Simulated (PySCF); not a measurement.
Unknown compound

The spectra below were simulated for a compound C$_{5}$H$_{7}$BO$_{2}$.

$^{1}$H NMR (500 MHz, computed): δ 7.50 (dt, J = 2.3, 1.5 Hz, 1H), 7.10 (dt, J = 6.1, 2.2 Hz, 1H), 6.56 (dq, J = 6.1, 2.0 Hz, 1H), 3.10 (q, J = 1.8 Hz, 2H), 2.82 (br s, 2H).

$^{13}$C{$^{1}$H} NMR (computed): δ 158.7 (CH), 146.6 (C), 144.9 (CH), 138.9 (CH), 46.4 (CH2).

- J couplings at B3LYP/pcJ-1 (spin–dipole term only in couplings to heteroatoms)
- coordinates at the PBE0-D3(BJ)/def2-SVP level
- PBE0/pcSseg-1 with gauge-including orbitals
- program: PySCF
- gas phase, non-relativistic, one computed conformer, equivalent nuclei averaged

Chemical shifts δ = σref − σ; $^{1}$H (σ = 31.27 ppm) and $^{13}$C (σ = 184.41 ppm) vs TMS, all at this level.

Problem. Which of these isomers gave the spectra?
A. C#C/C(C)=C\B(O)O
B. OB(O)C1=CCC=C1
C. C=C(C#CC)B(O)O
D. CC1=CC/1=C\B(O)O

Solution. B. 

1. 5 carbon signals for 5 carbons: no two carbons are equivalent.
2. Carbon types of the structure: 1 × C, 3 × CH, 1 × CH2, leaving 2 H on heteroatoms.
3. δC 158.7, 144.9, 138.9: alkene CH; as expected for a trigonal carbon in a double bond.
4. δC 146.6: fully substituted alkene carbon; an sp2 carbon of a C=C bond.
5. δC 46.4: allylic sp3 CH2; a saturated carbon with 2 carbon neighbours and no heteroatom attached.
6. δH 3.10: hydrogen on an allylic sp3 CH2; allylic position.
7. δH 2.82: hydrogen on an oxygen bonded to B; labile proton, position sensitive to the medium.
8. The protons at 6.56 and 7.10 share a coupling of 6.1 Hz (vicinal, cis across C=C).

The others: CC1=CC/1=C\B(O)O would give 3 signals for carbon-bound and other non-exchanging H, not 4; C#C/C(C)=C\B(O)O would give 3 signals for carbon-bound and other non-exchanging H, not 4; C=C(C#CC)B(O)O would give 3 signals for carbon-bound and other non-exchanging H, not 4.

The OH or NH signal is concentration- and solvent-dependent in practice; the value given is the gas-phase one. A carbon bonded to boron is broadened by the quadrupolar boron nucleus and is often missing from a measured spectrum. Splittings below 1 Hz are ignored in the labels, and close J values are merged. Unscaled 3J(H,H) at this level run about 10 % above measured values. Shifts are as computed. Against solution values, carbons near 30 ppm lie about +2 ppm off and those near 130 ppm about +5 ppm. Of 1309 compounds with measured shifts, 239 miss one by over three times the rms of a fit or turn the order of signals round; such compounds aren't used in these exercises.
